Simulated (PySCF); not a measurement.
# Computed vibrations of [PbF]+

[PbF]+ (singlet). PySCF 2.14.0, RKS PBE0, Pb def2-SVP with ECP60, F def2-SVP; non-relativistic Hamiltonian with scalar-relativistic core potentials where named; density fitting; no spin-orbit coupling. Central differences of gradients.

```xyz
2

Pb    0.0000    0.0000   -0.1675
F     0.0000    0.0000    1.8340
```

Run from Python with OMP_NUM_THREADS=2. Where DIIS fails, smearing, a level shift and second-order steps follow.
It took 2 s on 2 threads of Arm Neoverse V2, with other jobs on the host.

(1) What are the harmonic wavenumbers and infrared intensities?

(2) Is this a minimum?

Results:

(1) Modes are labelled in C∞v; negative numbers are unstable modes, those under 60 cm⁻¹ near the noise; a finer grid moves soft modes by up to 10 cm⁻¹.
```
cm⁻¹  km/mol  symmetry
 638    60.0        σ+
```

(2) Yes. Ideal gas at 298.15 K and 1 bar: S = 242.6 J/(mol K), Cp = 33.1 J/(mol K), H − H(0 K) = 9.0 kJ/mol (rigid rotor, harmonic modes, spin degeneracy alone).
